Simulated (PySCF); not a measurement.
Excitations are Tamm–Dancoff values on a coarser integration grid. The basis has no diffuse functions, so Rydberg states are missing or too high.

**CH₃Cl₂In, SMILES `[CH3][In]([Cl])[Cl]` (charge 0, multiplicity 1)**

These are PBE-D3(BJ)/def2-TZVP in PySCF 2.14.0 values and carry that method's errors.

HOMO: -7.24 eV
dipole moment: 3.72 D
HOMO–LUMO gap: 4.58 eV
LUMO: -2.66 eV
S1 excitation (TDA): 4.82 eV
S1 oscillator strength: 0.017
brightest of the four lowest singlets (TDA): 4.95 eV
T1 excitation (TDA): 4.32 eV
S1–T1 gap (TDA): 0.50 eV
total energy: -1150.1709 Ha
cost: about 2.6 core-minutes (a rough figure)

Bonded distances (Å): C1–In2 2.146, C1–H5 1.095, C1–H6 1.095, C1–H7 1.097, In2–Cl3 2.346, In2–Cl4 2.346. Angles (°): In2–C1–H5 108.8, In2–C1–H6 108.7, In2–C1–H7 108.1, H5–C1–H6 111.1, H5–C1–H7 110.1, H6–C1–H7 109.9, C1–In2–Cl3 124.3, C1–In2–Cl4 124.3, Cl3–In2–Cl4 111.4.
Charge 0, spin multiplicity 1.
